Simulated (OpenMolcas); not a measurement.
**Ionisation energies of osmium**

| Item | Value |
| --- | --- |
| Program | OpenMolcas |
| Basis | ANO-RCC-VTZP [8s7p5d3f2g1h] |
| Scalar Hamiltonian | DKH2, point nucleus |
| Spin-orbit coupling | RASSI with atomic mean-field integrals over the reference wave functions, term energies averaged over their components |

Active shells in each charge state: the valence d shell, with orbitals averaged over the low states. Where CASPT2's correlated closed shells are named, they are those of the first ion.

A. CASSCF
B. SS-CASPT2, IPEA 0.25 Eh, imaginary shift 0.1 Eh (closed shells correlated: 5s 5p)
C. SS-CASPT2, IPEA 0 Eh, imaginary shift 0.1 Eh (closed shells correlated: 5s 5p)
D. SS-CASPT2, IPEA 0.25 Eh, imaginary shift 0.1 Eh (closed shells correlated: 4f 5s 5p)
E. SS-CASPT2, IPEA 0.25 Eh, imaginary shift 0.1 Eh (closed shells correlated: none)

Energies in eV between the lowest computed levels, named as in B; reference values from the NIST Atomic Spectra Database with their kind.

| From | To | A | B | C | D | E | Spin-orbit share in B | Reference |
| --- | --- | --- | --- | --- | --- | --- | --- | --- |
| Os2+ 5d6 5D4 | Os3+ 5d5 6S 5/2 | 25.238 | 26.682 | 26.684 | 26.855 | 26.488 | +0.423 | 25.000 (theoretical) |
| Os3+ 5d5 6S 5/2 | Os4+ 5d4 5D0 | 41.295 | 42.083 | 42.161 | 42.316 | 41.838 | -0.782 | 41.000 (theoretical) |
| Os4+ 5d4 5D0 | Os5+ 5d3 4F 3/2 | 54.718 | 55.488 | 55.547 | 55.768 | 55.171 | -0.367 | 55.000 (theoretical) |
| Os5+ 5d3 4F 3/2 | Os6+ 5d2 3F2 | 69.321 | 69.936 | 69.989 | 70.245 | 69.552 | -0.484 | 70.100 (theoretical) |
| Os6+ 5d2 3F2 | Os7+ 5d 2D 3/2 | 85.637 | 86.303 | 86.359 | 86.660 | 85.784 | +0.595 | 85.100 (theoretical) |
| Os7+ 5d 2D 3/2 | Os8+ 5p6 1S0 | 100.964 | 101.564 | 101.608 | 101.953 | 100.964 | +1.038 | 102.020 (semi-empirical) |

The lowest level within the active space need not be the ion's true ground level.
